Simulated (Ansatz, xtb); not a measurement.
**C3H5FN2Si: which of two isomers lies lower**

We compare a, `Fc1[nH]ncc1[SiH3]`, a singlet, with b, `Fc1ccn([SiH3])n1`, a singlet. Both are isolated molecules in the gas phase, relaxed with B3LYP/def2-SVP.

Question: Estimate E(b) − E(a) at the level CCSD(T)/def2-SVP + ΔMP2/def2-TZVPP.

Answer: Calculated at CCSD(T)/def2-SVP + ΔMP2/def2-TZVPP: E(b) − E(a) = −52.7 kJ/mol, so structure b lies lower.

How the difference moves with the method:

```
                             level        geometry  E(b) − E(a) (kJ/mol)  departure from the last row (kJ/mol)  job, with rough time for the two
                          GFN2-xTB        GFN2-xTB                   −91.4                                 −38.7              optimisation, 0.49 s
                         HF/STO-3G        GFN2-xTB                   −62.9                                 −10.2               single point, 1.5 s
                r2SCAN-D4/def2-SVP        GFN2-xTB                   −37.6                                 +15.1                single point, 11 s
                    B3LYP/def2-SVP  B3LYP/def2-SVP                   −43.4                                  +9.3             optimisation, 1.8 min
                       HF/def2-SVP  B3LYP/def2-SVP                   −49.7                                  +3.0           part of the CCSD(T) run
                      MP2/def2-SVP  B3LYP/def2-SVP                   −46.2                                  +6.5           part of the CCSD(T) run
                  CCSD(T)/def2-SVP  B3LYP/def2-SVP                   −45.2                                  +7.5                      single point
CCSD(T)/def2-SVP + ΔMP2/def2-TZVPP  B3LYP/def2-SVP                   −52.7                                                   single point, 2.8 min
```

As drawn, b has 1 N–Si, 1 C–H in place of 1 C–Si, 1 N–H.

The levels shown agree on the order. The largest departure from CCSD(T)/def2-SVP + ΔMP2/def2-TZVPP is that of GFN2-xTB, 38.7 kJ/mol. The last row adds to CCSD(T) the change of the MP2 difference between the two basis sets, here −7.5 kJ/mol.

With thermal terms from frequencies at re-optimised GFN2-xTB minima (ideal gas, soft modes damped towards free rotors, one conformer each, 298.15 K, 1 atm): the zero-point term adds −0.2 kJ/mol; ΔH is −53.2 and ΔG −51.6 kJ/mol.

The correlated steps freeze 11 core orbitals. Codes used: Ansatz 0.2.0, xtb 6.7.1; the last row on 2 threads of AMD EPYC (Zen 3) on a shared host.
